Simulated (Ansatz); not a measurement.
CH2InN, SMILES `N#[C][InH2]`. Charge 0, multiplicity 1. In takes the def2 core potential.

```json
{"atom": "N1", "x (Å)": "0.905", "y (Å)": "-0.783", "z (Å)": "-2.179"}
{"atom": "C2", "x (Å)": "0.485", "y (Å)": "-0.420", "z (Å)": "-1.167"}
{"atom": "In3", "x (Å)": "-0.293", "y (Å)": "0.253", "z (Å)": "0.705"}
{"atom": "H4", "x (Å)": "0.528", "y (Å)": "1.593", "z (Å)": "1.366"}
{"atom": "H5", "x (Å)": "-1.624", "y (Å)": "-0.643", "z (Å)": "1.276"}
```

Problem. List the harmonic frequencies (cm⁻¹, unscaled) at PBE0-D4/def2-TZVP in Ansatz. (An estimate is asked.)

Solution. The calculation gave: 187, 196, 383, 441, 553, 587, 1889, 1896, 2300.

Problem. Is this a minimum?

Solution. Yes, all 9 modes are real.

Problem. Give the ideal-gas thermochemistry at 298.15 K and 1 bar (rigid rotor, harmonic oscillator; point group C2v, symmetry number 2).

Solution. Zero-point energy 50.4 kJ/mol; H(298) − E = 65.9 kJ/mol; entropy 293.5 J/(mol·K), of which translation 170.7, rotation 92.3, vibration 30.5; G(298) − E = -21.6 kJ/mol.
